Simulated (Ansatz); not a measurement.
```yaml
crystal:
  periodic: [false, false, false]
  atoms:
    - {symbol: C, position_ang: [-0.195039, 1.280056, -0.406019]}
    - {symbol: Sn, position_ang: [-0.199113, -0.265816, 0.854260]}
    - {symbol: F, position_ang: [1.533265, -0.480554, 1.230675]}
    - {symbol: Se, position_ang: [-0.723492, -2.244834, -0.307982]}
    - {symbol: H, position_ang: [-1.071856, 1.314038, -0.890096]}
    - {symbol: H, position_ang: [-0.041077, 2.127402, 0.104937]}
    - {symbol: H, position_ang: [0.559699, 1.110633, -1.044975]}
    - {symbol: H, position_ang: [0.222344, -2.893456, 0.407864]}
basis:
  gaussian: {orbitals: def2-SVPD, fitting: {mean_field: cc-pVTZ-jkfit}}
magnetization: {spin_polarized: true, initial_magnetization: 1}
hamiltonian: {xc: {name: PBE1PBE}}
```

```sh
$ ansatz run in.yaml --threads 2 --pin off --events-out ev --progress --plain --max-ram 32768MiB --backend cpu
```

It prints (some lines left out):

```
Error: YAML parse error: error: line 15 column 19: hamiltonian.xc: no functional is named "PBE1PBE"; the names, which are not case-sensitive, are SVWN5, SPW92, PBE, PBE0, PBEsol, revPBE, revPBE0, RPBE, rPW86-PBE, HSE06, wPBEh, LC-wPBE, HISS, HF, BLYP, B3LYP, B3LYP5, BHLYP, CAM-B3LYP, r2SCAN, r2SCANh, r2SCAN0, r2SCAN50, m-r2SCAN, B97, wB97, wB97X, wB97X-V, B97M-V, wB97M-V, B2PLYP, B2GP-PLYP, PBE0-DH, PBE-QIDH
13 |   gaussian: {orbitals: def2-SVPD, fitting: {mean_field: cc-pVTZ-jkfit}}
14 | magnetization: {spin_polarized: true, initial_magnetization: 1}
15 | hamiltonian: {xc: {name: PBE1PBE}}
```

In this input the method's name isn't one that the program takes here. The input was rejected before any iteration.
